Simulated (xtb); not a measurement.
Ga(F)(Br)(NH2) (BrFGaH2N), SMILES [NH2][Ga]([F])[Br]. All values are semi-empirical tight-binding results from xtb (GFN2-xTB unless named), good for trends rather than for accurate numbers. Coordinates come from a GFN2-xTB optimisation. The structure was generated by enumeration; whether it is a known compound was not checked. One conformer was computed; it need not be the lowest.

Optimised geometry:

```xyz
6

Ga     0.2144     0.2850    -0.6422
F      1.8582    -0.0216    -1.1557
Br    -0.4507    -0.6193     1.3225
N     -0.7698     1.4413    -1.6689
H     -1.7797     1.3495    -1.6829
H     -0.4283     1.5946    -2.6122
```

For metal compounds this method's bond lengths and energies can be far off.

```
Item                                          Result
-------------------------------------  -------------
orbital gap                                  3.52 eV
zero-point energy                      15.9 kcal/mol
G − E(el) at 298.15 K (modified RRHO)  -4.5 kcal/mol
```

**Question.** Give the atomic charges and the Wiberg bond orders between heavy atoms. (An estimate is asked for; the answer gives what the named calculation found.)

**Answer.** charges (e) Ga1 0.16, F2 -0.24, Br3 0.00, N4 -0.33, H5 0.20, H6 0.21. Bond orders Ga1–F2 1.14, Ga1–Br3 1.25, Ga1–N4 1.18.
